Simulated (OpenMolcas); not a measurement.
## CH5GaO: a line through the functionals

CH5GaO: 8 atoms, total charge 0, spin state singlet. SMILES: `C[O][GaH2]`. The coordinates come from a PBE0-D4/def2-TZVP relaxation.

The dipole moment y, in D, basis cc-pVDZ; a is the functional's share of exact exchange. Programs: OpenMolcas 26.06.

```
functional     program     a  y (D)
       PBE  OpenMolcas     0   0.97
    r2SCAN  OpenMolcas     0   1.05
     B3LYP  OpenMolcas   0.2      ?
      PBE0  OpenMolcas  0.25   1.11
     BHLYP  OpenMolcas   0.5   1.24
```

Problem. Fit y = c + s·a to the known rows and predict B3LYP.

Solution. 
1. Means of the 4 rows: a = 0.1875, y = 1.093.
2. Σ(Δa)² = 0.17188, Σ(Δa·Δy) = 0.078125, so the slope is 0.078125/0.17188 = 0.45453.
3. Intercept: 1.093 − (0.45453) × 0.1875 = 1.008. The largest residual of the fit is 0.043.
4. B3LYP: 1.008 + (0.45453) × 0.2 = 1.10 D.

The run gave 1.07 D, so the prediction is off by +0.03 D, within the largest residual. More exact exchange makes the molecule more polar here. The rows mix families of semi-local functionals, which the line can't see.
